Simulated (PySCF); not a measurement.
**Electronic absorption of C2H9GeNS**

C2H9GeNS.
SMILES with atom numbers: `[CH3:1][NH:2][GeH2:3][S:4][CH3:5]` (hydrogens: H6, H7, H8 on C1; H9 on N2; H10, H11 on Ge3; H12, H13, H14 on C5)

Theory: TDDFT B3LYP/def2-SVPD, vertical, gas phase, core orbitals frozen in the response (PySCF 2.14.0, density-fitted response routines). The structure is a single PBE0-D3(BJ)/def2-SVP conformer in the gas phase; no vibrational or solvent corrections. The B3LYP/def2-SVPD calculation is non-relativistic and has no spin–orbit coupling, an omission that weighs most on germanium. Torsions of this conformer, `[CH3:1][NH:2][GeH2:3][S:4][CH3:5]`: C1–N2–Ge3–S4 65°, N2–Ge3–S4–C5 52°.

Problem. Predict the UV-vis stick spectrum at this level.

Solution. 

```tsv
state	E (eV)	λ (nm)	ν̃ (cm⁻¹)	f	main configurations (H = HOMO, L = LUMO)
S1	5.35	231.5	43190	0.0075	H→L+1 (48%), H→L (41%)
S2	5.52	224.6	44520	0.0036	H-1→L (37%), H-1→L+1 (29%), H→L+1 (16%)
S3	5.66	219.1	45640	0.0099	H-1→L (58%), H→L+1 (24%), H-1→L+1 (8%)
S4	5.73	216.3	46240	0.028	H-1→L+1 (50%), H→L (32%)
S5	5.98	207.2	48270	0.012	H→L+2 (87%)
S6	6.15	201.6	49610	0.034	H-1→L+2 (86%)
```

The lowest singlet lies at 5.35 eV (232 nm, ultraviolet) and is weak; its leading configuration is HOMO→LUMO+1 (48%). The most intense listed level is S6 at 6.15 eV (202 nm, f = 0.034), 0.80 eV above S1. It is the last of those listed, so stronger ones may follow. Löwdin shares by element: HOMO sulfur 59%, nitrogen 11%, carbon 9% or more, germanium 8%; LUMO germanium 33%, hydrogen 25% or more, sulfur 22% (atoms not listed hold the other 20%). Of the 6 states listed, 3 reach f = 0.01 and none stays under 0.0005. Weighted by f, the mean energy of these states is 5.87 eV. Orbital energies (eV): HOMO-3 -9.30, HOMO-2 -8.17, HOMO-1 -6.58, HOMO -6.48, LUMO -0.04, LUMO+1 0.03, LUMO+2 0.42. Singlets were solved by full linear response.

Time: 36 s of wall time (with the writing of density and orbital grids); peak memory 0.89 GiB. Hardware: one thread of an Arm Neoverse V1, no GPU (shared host).
